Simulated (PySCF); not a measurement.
# Vertical excitation energies

Species: ZrCl4 (singlet state).
SMILES: `[Cl][Zr]([Cl])([Cl])[Cl]`

The calculation used TDDFT B3LYP/def2-SVPD, vertical, gas phase, core orbitals frozen in the response, def2 core potentials past Kr (PySCF). Geometry: PBE0-D3(BJ)/def2-SVP; no solvent, vibrations or thermal averaging. Spin–orbit coupling is left out.

Q: What does the calculation give for the low-lying excited states?

A: 

| state | E (eV) | E (hartree) | f | \|μ\| (D) | main configurations (H = HOMO, L = LUMO) |
| --- | --- | --- | --- | --- | --- |
| S1 | 5.34 | 0.1961 | 0.0001 | 0.05 | H→L/L+1 (≥46%), H-2/H-1→L/L+1 (≥36%) |
| S2 | 5.34 | 0.1961 | 0.0000 | 0.03 | H-2/H-1→L/L+1 (≥62%), H→L/L+1 (≥27%) |
| S3 | 5.35 | 0.1965 | 0.0000 | 0.04 | H-2/H-1→L/L+1 (83%), H→L/L+1 (16%) |
| S4 | 5.53 | 0.2032 | 0.024 | 1.07 | H-2/H-1→L/L+1 (≥81%) |
| S5 | 5.54 | 0.2035 | 0.025 | 1.10 | H-2/H-1→L/L+1 (≥43%), H→L/L+1 (≥39%) |
| S6 | 5.54 | 0.2036 | 0.026 | 1.11 | H-2/H-1→L/L+1 (≥44%), H→L/L+1 (≥37%) |
| S7 | 5.83 | 0.2143 | 0.0001 | 0.05 | H-3→L/L+1 (≥50%), H-4→L/L+1 (≥28%) |
| S8 | 5.84 | 0.2146 | 0.0001 | 0.06 | H-4→L/L+1 (≥44%), H-5→L/L+1 (≥23%) |
| S9 | 5.84 | 0.2147 | 0.0001 | 0.05 | H-5→L/L+1 (≥46%), H-4→L/L+1 (≥17%), H-3→L/L+1 (≥16%) |

Triplets, Tamm–Dancoff:

| state | E (eV) | λ (nm) | main configurations (H = HOMO, L = LUMO) |
| --- | --- | --- | --- |
| T1 | 5.13 | 241.8 | H→L/L+1 (≥56%), H-2/H-1→L/L+1 (≥34%) |
| T2 | 5.14 | 241.4 | H→L/L+1 (≥51%), H-2/H-1→L/L+1 (≥38%) |
| T3 | 5.15 | 240.6 | H-2/H-1→L/L+1 (≥92%) |
| T4 | 5.24 | 236.5 | H-2/H-1→L/L+1 (≥78%), H→L/L+1 (≥11%) |

The lowest singlet level (S1/S2) lies at 5.34 eV (232 nm, ultraviolet) and is dark (f under 0.0005). The strongest level in the table is S4/S5/S6 at 5.53 eV (224 nm, f = 0.075 summed). S1/S2, S4/S5/S6 and S7/S8/S9 lie within about 0.01 eV of each other in each set. For S1 the Löwdin share of zirconium is at most 2% in HOMO and 70% in LUMO (ligand-to-metal charge transfer by this measure); for S4 the Löwdin share of zirconium is at most 2% in HOMO-2 and 70% in LUMO (ligand-to-metal charge transfer by this measure). Of the 9 states listed, 3 reach f = 0.01 and 6 stay under 0.0005. The listed states span 0.51 eV, and the widest gap between neighbours is 0.29 eV (S6 to S7). Orbitals of the list HOMO-3 to LUMO+2 that lie within 0.01 eV of each other are written together with a slash and their weights summed (≥ marks a lower bound); for degenerate orbitals outside that list single weights are arbitrary. Only the lowest 10 singlets were computed, as vertical energies without vibronic structure. The highest level found (6.02 eV, f 0.015 so far) is left out, since the window may have cut off a degenerate partner.
